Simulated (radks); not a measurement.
Values are calculated unless marked as measured or tabulated.
Excited configurations of Sn III: one electron is placed in a higher orbital outside [Kr] 4d10 5s1. The ground configuration is [Kr] 4d10 5s2. Code: a radial shooting solver on a logarithmic mesh with Libxc functionals. Model: scalar-relativistic Kohn-Sham, LDA (Slater exchange, Perdew-Wang correlation), spin-polarised, spherical densities, point nucleus; open shells are filled with parallel spins first (spin-orbit coupling, left out, can overturn this in heavy ions). Excitation = E - E(ground); binding = E(ion) - E, where the ion is the core of charge +3; n* = 3/sqrt(2 binding) in atomic units, and the quantum defect is n - n*.

| outer orbital | excitation (eV) | binding (eV) | quantum defect | eigenvalue (eV) | <r> (bohr) |
|---|---|---|---|---|---|
| 5p | 7.627 | 23.547 | 2.720 | -19.529 | 2.602 |
| 5f | 25.415 | 5.759 | 0.389 | -4.729 | 8.736 |
| 6s | 17.628 | 13.546 | 2.993 | -11.641 | 4.711 |
| 6d | 23.540 | 7.634 | 1.995 | -6.464 | 7.387 |
| 7p | 24.579 | 6.595 | 2.691 | -5.700 | 9.299 |
| 7f | 28.211 | 2.963 | 0.571 | -2.549 | 19.31 |

The Delta-SCF ionisation energy is 31.174 eV (NIST Atomic Spectra Database: 30.506 eV, measured). Self-interaction in the functional shifts the binding energies and quantum defects, so they are the method's values and not measured ones.
